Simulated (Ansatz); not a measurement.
Input file for Ansatz (a first-principles code): R-B3LYP/def2-TZVPP on C3H8O2 (SMILES COCOC), a point of a torsion scan.

Ansatz 0.2 input:
```yaml
crystal:
  periodic: [false, false, false]
  atoms:
    - {symbol: C, position_ang: [2.08095054, 0.39697646, -0.07952775]}
    - {symbol: O, position_ang: [1.35380202, -0.61126810, 0.57508059]}
    - {symbol: C, position_ang: [-0.00477443, -0.33545273, 0.65111678]}
    - {symbol: O, position_ang: [-0.60259303, -1.39890002, 1.31385122]}
    - {symbol: C, position_ang: [-1.99223044, -1.24582380, 1.45228266]}
    - {symbol: H, position_ang: [1.99374447, 1.35645566, 0.44598314]}
    - {symbol: H, position_ang: [1.73674454, 0.52957409, -1.11308994]}
    - {symbol: H, position_ang: [3.11866820, 0.07274972, -0.07862640]}
    - {symbol: H, position_ang: [-0.18133540, 0.61898407, 1.20098077]}
    - {symbol: H, position_ang: [-0.43858738, -0.21541208, -0.36961189]}
    - {symbol: H, position_ang: [-2.48527071, -1.17908613, 0.47404791]}
    - {symbol: H, position_ang: [-2.23857969, -0.34729185, 2.03218690]}
    - {symbol: H, position_ang: [-2.34433444, -2.12900188, 1.97955491]}
basis:
  gaussian:
    orbitals: def2-TZVPP
hamiltonian:
  xc: {name: B3LYP}
scf: {lower_state_search: off}
```

The head of its log:

```
WARN ansatz: RAYON_NUM_THREADS=1 ignored (pool sized by the plan → 1); use --threads N
Functional definition: B3LYP
these checks for a lower state are left out or cut short: stability, starts, cluster_reference, orbital_swaps, neighbouring_geometries, increment
integrals: 0.17 GiB planned
1314 factors; their error is unknown
mean field: 1.59 GiB planned
mean field evaluation 1: about -7329.4086 eV, gradient 6.4e1 eV
mean field evaluation 2: about -7322.9274 eV, gradient 8.6e1 eV
```

Problem. Predict the final total energy.

Solution. -269.6638 hartree.
